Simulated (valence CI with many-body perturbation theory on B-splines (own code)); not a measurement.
Ir³⁶⁺: E2, M1 decay

Computed by configuration interaction combined with many-body perturbation theory (CI+MBPT): five valence electrons over a frozen Dirac-Fock core [Kr], a basis of 7 s, 7 p, 8 d, 6 f, 4 g, 1 h functions for each j, with the one-electron correlation potential Σ1 (screened to all orders), the two-electron term Σ2, the three-electron term Σ3, Breit, model QED; selected single and double excitations, second order for the rest (own B-spline code, finite nucleus).

The last digits are not significant, and no measured levels were compared; by estimate large intervals hold to a few tenths of a per cent, small ones and those within an open d or f shell to about a per cent. Only levels of the ground parity were solved; by the run's estimate the other parity begins above the list, which can be wrong where configurations are misplaced.

Lines 51 to 100 of 120 in falling wavelength, among levels below 95.182 eV, chosen from the decays that carry over 1 % of a level's rate. Wavelengths and rates use the calculated energies. Electric multipoles are in the length gauge, E1 and E2 with the static RPA response of the core. S is in atomic units (e²a₀⁴ for E2 and M2, e²a₀⁶ for E3), for M1 in squared Bohr magnetons. Weak lines are less certain than strong ones. Lines between different terms over intervals too small for the method are left out, as are lines whose strength nearly cancels.

Levels are named by their leading jj configuration (3d3/2^4 stands for four electrons in 3d with j = 3/2), which in mixed levels can hold well under half, so a name can repeat and another be missing. Letters in brackets count levels of one name in rising energy.

```tsv
λ vac (Å)	Upper	Lower	Type	A (s⁻¹)	S (a.u.)
581.4	(4d3/2^2 4d5/2^3) J=5/2 [a]	(4d3/2^3 4d5/2^2) J=5/2 [a]	M1	1.86e+05	8.13e+00
579.5	(4d3/2 4d5/2^4) J=7/2 [a]	(4d3/2^2 4d5/2^3) J=5/2 [b]	M1	3.71e+04	2.14e+00
576.1	(4d3/2^3 4d5/2^2) J=7/2 [a]	(4d3/2^4 4d5/2) J=5/2	M1	4.48e+04	2.54e+00
575.9	(4d3/2^2 4d5/2^3) J=5/2 [c]	(4d3/2^3 4d5/2^2) J=7/2 [b]	M1	4.04e+04	1.71e+00
573.0	(4d3/2^2 4d5/2^3) J=1/2 [a]	(4d3/2^3 4d5/2^2) J=3/2 [a]	M1	8.72e+04	1.22e+00
569.8	(4d3/2^2 4d5/2^3) J=13/2	(4d3/2^3 4d5/2^2) J=11/2	M1	1.53e+04	1.47e+00
561.6	(4d3/2^3 4d5/2^2) J=3/2 [a]	(4d3/2^4 4d5/2) J=5/2	M1	1.08e+05	2.85e+00
561.3	(4d3/2 4d5/2^4) J=5/2 [a]	(4d3/2^2 4d5/2^3) J=7/2 [a]	M1	3.06e+04	1.20e+00
549.6	(4d3/2 4d5/2^4) J=9/2	(4d3/2^2 4d5/2^3) J=9/2 [b]	M1	6.20e+04	3.81e+00
549.5	(4d3/2^2 4d5/2^3) J=3/2 [a]	(4d3/2^3 4d5/2^2) J=3/2 [a]	M1	9.54e+04	2.35e+00
549.5	(4d3/2 4d5/2^4) J=3/2 [a]	(4d3/2^2 4d5/2^3) J=5/2 [b]	M1	3.50e+04	8.61e-01
543.1	(4d3/2^2 4d5/2^3) J=3/2 [b]	(4d3/2^3 4d5/2^2) J=1/2	M1	9.64e+03	2.29e-01
541.3	(4d3/2^2 4d5/2^3) J=7/2 [b]	(4d3/2^3 4d5/2^2) J=5/2 [b]	M1	2.10e+03	9.88e-02
539.3	(4d3/2^2 4d5/2^3) J=5/2 [b]	(4d3/2^3 4d5/2^2) J=3/2 [a]	M1	1.58e+04	5.53e-01
539.2	(4d3/2 4d5/2^4) J=3/2 [a]	(4d3/2^2 4d5/2^3) J=3/2 [a]	M1	1.14e+05	2.66e+00
532.3	(4d3/2 4d5/2^4) J=11/2	(4d3/2^2 4d5/2^3) J=13/2	M1	2.58e+04	1.73e+00
531.2	(4d3/2^2 4d5/2^3) J=9/2 [b]	(4d3/2^3 4d5/2^2) J=9/2	M1	7.95e+04	4.42e+00
528.9	(4d3/2^2 4d5/2^3) J=5/2 [c]	(4d3/2^3 4d5/2^2) J=5/2 [b]	M1	2.90e+03	9.56e-02
526.6	(4d3/2^2 4d5/2^3) J=5/2 [d]	(4d3/2^2 4d5/2^3) J=5/2 [a]	M1	4.40e+04	1.43e+00
526.6	(4d3/2^2 4d5/2^3) J=5/2 [b]	(4d3/2^3 4d5/2^2) J=7/2 [a]	M1	3.53e+04	1.15e+00
519.3	(4d3/2^2 4d5/2^3) J=3/2 [b]	(4d3/2^3 4d5/2^2) J=5/2 [b]	M1	2.38e+04	4.95e-01
518.4	(4d3/2 4d5/2^4) J=3/2 [a]	(4d3/2^2 4d5/2^3) J=1/2 [a]	M1	8.83e+04	1.82e+00
517.8	(4d3/2 4d5/2^4) J=7/2 [a]	(4d3/2^2 4d5/2^3) J=9/2 [a]	M1	7.82e+04	3.22e+00
514.8	(4d3/2^2 4d5/2^3) J=7/2 [b]	(4d3/2^3 4d5/2^2) J=9/2	M1	2.19e+04	8.88e-01
511.7	(4d3/2^3 4d5/2^2) J=9/2	(4d3/2^4 4d5/2) J=5/2	E2	1.90e+01	5.93e-03
508.3	(4d3/2^2 4d5/2^3) J=7/2 [c]	(4d3/2^3 4d5/2^2) J=7/2 [b]	M1	3.04e+04	1.18e+00
504.4	(4d3/2^2 4d5/2^3) J=7/2 [a]	(4d3/2^3 4d5/2^2) J=5/2 [a]	M1	2.61e+04	9.91e-01
497.1	(4d3/2^2 4d5/2^3) J=1/2 [b]	(4d3/2^3 4d5/2^2) J=1/2	M1	4.50e+04	4.10e-01
495.4	(4d3/2^2 4d5/2^3) J=9/2 [b]	(4d3/2^3 4d5/2^2) J=11/2	M1	2.66e+04	1.20e+00
494.4	(4d3/2 4d5/2^4) J=11/2	(4d3/2^2 4d5/2^3) J=9/2 [a]	M1	3.35e+04	1.80e+00
491.1	(4d3/2 4d5/2^4) J=7/2 [a]	(4d3/2^2 4d5/2^3) J=7/2 [a]	M1	6.78e+04	2.38e+00
489.2	(4d3/2 4d5/2^4) J=5/2 [a]	(4d3/2^2 4d5/2^3) J=5/2 [a]	M1	2.11e+05	5.50e+00
488.0	(4d3/2^3 4d5/2^2) J=5/2 [b]	(4d3/2^4 4d5/2) J=5/2	M1	1.55e+03	4.00e-02
488.0	(4d3/2^3 4d5/2^2) J=5/2 [b]	(4d3/2^4 4d5/2) J=5/2	E2	1.12e+02	1.66e-02
482.4	(4d3/2 4d5/2^4) J=11/2	(4d3/2^2 4d5/2^3) J=11/2	M1	1.10e+05	5.51e+00
476.0	(4d3/2^2 4d5/2^3) J=9/2 [b]	(4d3/2^3 4d5/2^2) J=7/2 [a]	M1	2.30e+04	9.18e-01
471.3	(4d3/2^2 4d5/2^3) J=7/2 [c]	(4d3/2^3 4d5/2^2) J=5/2 [b]	M1	1.50e+04	4.67e-01
468.7	(4d3/2^3 4d5/2^2) J=1/2	(4d3/2^4 4d5/2) J=5/2	E2	6.24e+01	2.52e-03
463.1	(4d3/2^2 4d5/2^3) J=5/2 [c]	(4d3/2^3 4d5/2^2) J=3/2 [a]	M1	2.27e+04	5.02e-01
462.8	(4d3/2^2 4d5/2^3) J=7/2 [b]	(4d3/2^3 4d5/2^2) J=7/2 [a]	M1	1.58e+03	4.64e-02
457.1	(4d3/2^2 4d5/2^3) J=3/2 [c]	(4d3/2^3 4d5/2^2) J=3/2 [b]	M1	1.88e+04	2.66e-01
455.7	(4d3/2^2 4d5/2^3) J=3/2 [b]	(4d3/2^3 4d5/2^2) J=3/2 [a]	M1	1.87e+04	2.63e-01
453.8	(4d3/2^3 4d5/2^2) J=7/2 [b]	(4d3/2^4 4d5/2) J=5/2	M1	2.71e+03	7.51e-02
453.7	(4d3/2^2 4d5/2^3) J=5/2 [c]	(4d3/2^3 4d5/2^2) J=7/2 [a]	M1	5.26e+04	1.09e+00
451.1	(4d3/2^2 4d5/2^3) J=7/2 [c]	(4d3/2^3 4d5/2^2) J=9/2	M1	3.17e+04	8.63e-01
448.3	(4d3/2^2 4d5/2^3) J=9/2 [c]	(4d3/2^3 4d5/2^2) J=7/2 [b]	M1	3.24e+04	1.08e+00
442.7	(4d3/2^2 4d5/2^3) J=3/2 [a]	(4d3/2^3 4d5/2^2) J=5/2 [a]	M1	6.50e+04	8.36e-01
441.9	(4d3/2^2 4d5/2^3) J=5/2 [d]	(4d3/2^3 4d5/2^2) J=3/2 [b]	M1	2.27e+04	4.35e-01
435.0	(4d3/2 4d5/2^4) J=7/2 [a]	(4d3/2^2 4d5/2^3) J=5/2 [a]	M1	9.87e+03	2.41e-01
428.8	(4d3/2 4d5/2^4) J=9/2	(4d3/2^2 4d5/2^3) J=7/2 [a]	M1	3.45e+04	1.01e+00
```
